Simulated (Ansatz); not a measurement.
Coupled-cluster run, `CCOB(O)O`.

```yaml
crystal:
  periodic: [false, false, false]
  atoms:
    - {symbol: C, position_ang: [-0.628597, -1.962743, -0.412245]}
    - {symbol: C, position_ang: [-0.712199, -0.466772, -0.251711]}
    - {symbol: O, position_ang: [0.568471, 0.028888, 0.111715]}
    - {symbol: B, position_ang: [0.751964, 1.353008, 0.365251]}
    - {symbol: O, position_ang: [-0.290847, 2.230761, 0.277391]}
    - {symbol: O, position_ang: [1.994956, 1.809932, 0.712530]}
    - {symbol: H, position_ang: [-0.317526, -2.435081, 0.521787]}
    - {symbol: H, position_ang: [-1.603261, -2.366946, -0.695043]}
    - {symbol: H, position_ang: [0.092865, -2.228859, -1.187444]}
    - {symbol: H, position_ang: [-1.441806, -0.197509, 0.518842]}
    - {symbol: H, position_ang: [-1.035472, 0.007108, -1.184459]}
    - {symbol: H, position_ang: [-0.019061, 3.127726, 0.483115]}
    - {symbol: H, position_ang: [2.640512, 1.100477, 0.740261]}
basis:
  gaussian: {orbitals: def2-TZVPP}
correlation: {method: ccsd_t}
```

```sh
$ ansatz run in.yaml --threads 2 --pin off --events-out ev --progress --plain --max-ram 32768MiB --backend cuda --devices 0, --max-vram 18GiB
```

Log, shortened:

```
Functional definition: HF
  name "HF"
  cite "Fock, Z. Phys. 61, 126 (1930) doi:10.1007/BF01340294"
  parent pbe
  exchange = exact_x
  correlation = 0
1733 factors; integrals over basis functions are off by at most 1.1e-3 eV
mean field evaluation 1: about -8957.6740 eV, gradient 5.3e1 eV
mean field evaluation 2: about -8957.9456 eV, gradient 5.4e1 eV
mean field evaluation 4: about -8963.3468 eV, gradient 4.1e0 eV
mean field evaluation 8: about -8963.4088 eV, gradient 2.3e-1 eV
mean field -8963.40900151 eV, -329.3992051888 hartree, gradient 2.8e-6 eV, S^2 0.000000; 0 other end points of the search recorded, 0 dependent functions left out
6 core orbitals not correlated: weight in the atoms' cores, before any rotation towards them, 1.000 or more for the frozen orbitals, at most 0.000 for the correlated occupied ones
reference -8963.40900151 eV, -329.3992051888 hartree; 18, 18 occupied and 260, 260 virtual orbitals, 1733 factors
second order -31.42558547 eV of doubles, -0.00000000 eV of singles
cycle   1  -31.51174108 eV  change   -8.6e-2 eV  update   1.1e-1
cycle   2  -32.17955081 eV  change   -6.7e-1 eV  update   3.0e-2
cycle   3  -32.32452173 eV  change   -1.4e-1 eV  update   1.5e-2
cycle   4  -32.30857079 eV  change    1.6e-2 eV  update   3.1e-3
cycle   5  -32.30791470 eV  change    6.6e-4 eV  update   1.3e-3
cycle   6  -32.30863051 eV  change   -7.2e-4 eV  update   3.8e-4
cycle   7  -32.30836935 eV  change    2.6e-4 eV  update   1.2e-4
cycle   8  -32.30829631 eV  change    7.3e-5 eV  update   3.6e-5
cycle   9  -32.30829842 eV  change   -2.1e-6 eV  update   1.3e-5
perturbative correction -1.18016169 eV, -0.0433701422 hartree
Total energy: -8996.89746162 eV, -330.6298833984 hartree
```

It took 6 s on 2 threads of an AMD EPYC 7R13 on a shared host and a share of an NVIDIA H100 80 GB, with 0.83 GiB of host memory at the peak.

MP2 recovers 93.8 % of the CCSD(T) correlation energy and the triples give 3.5 %; T1 = 0.0113.
